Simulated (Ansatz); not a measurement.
Basis-set extrapolation for Cl3FH2Si2 (`F[SiH2][Si](Cl)(Cl)Cl`) (PBE0-D4/def2-TZVP geometry, frozen core, Ansatz 0.2.0). Multiplicity 1, RHF reference.

```tsv
	def2-TZVPP	def2-QZVPP
HF	-2057.301562	-2057.362641
MP2 correlation	-1.044021	-1.147936
CCSD(T) correlation	-1.152470	not run
```

Energies in hartree. Use E(X) = E(∞) + A·exp(−7.88·√X) for Hartree–Fock and E(X) = E(∞) + B·X^(−2.97) for correlation, with X = 3 and 4, and add CCSD(T) minus MP2 of the smaller set to the MP2 limit.

**Question.** What is the CCSD(T) energy at the basis-set limit?

**Answer.** HF limit: -2057.362641 + (-0.061079) × 0.13774 = -2057.37105. MP2 limit: -1.147936 + (-0.103915) × 0.74074 = -1.22491. Higher-order term: -1.152470 − (-1.044021) = -0.10845. Total: -2058.70441 hartree, 657.4 kJ/mol below CCSD(T)/def2-TZVPP.
